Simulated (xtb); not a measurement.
N-ethyl-methylboronamidic acid (C3H10BNO), SMILES CCNB(C)O. All values are semi-empirical tight-binding results from xtb (GFN2-xTB unless named), good for trends rather than for accurate numbers. Coordinates come from a GFN2-xTB optimisation. One conformer was computed; it need not be the lowest.

Estimate the properties. (An estimate is asked for; the answer gives what the named calculation found.)


```yaml
orbital_gap: 6.55 eV
dipole_moment: 0.68 D
zero_point_energy: 85.8 kcal/mol
G − E(el) at 298.15 K (modified RRHO): 65.3 kcal/mol
static polarisability (D4 model): 64.9 bohr³
solvation energy, GFN2-xTB/ALPB(water): -4.6 kcal/mol
solvation energy, GFN2-xTB/ALPB(dmf): -8.5 kcal/mol
```

Computed IR lines (harmonic; lines under 4 % of the strongest left out, lines within 3 cm⁻¹ merged):
ν (cm⁻¹): 455 (w), 498 (m), 591 (s), 838 (w), 878 (m), 933 (m), 989 (m), 1098 (w), 1131 (w), 1208 (vs), 1248 (w), 1306 (m), 1353 (m), 1395 (w), 1466 (vs), 1477 (m), 1511 (w), 2886 (m), 3011 (m), 3021 (m), 3025 (m), 3040 (m), 3044 (m), 3661 (w) (against the strongest line: vs over 80 %, s over 45 %, m over 15 %, w over 4 %, vw less)
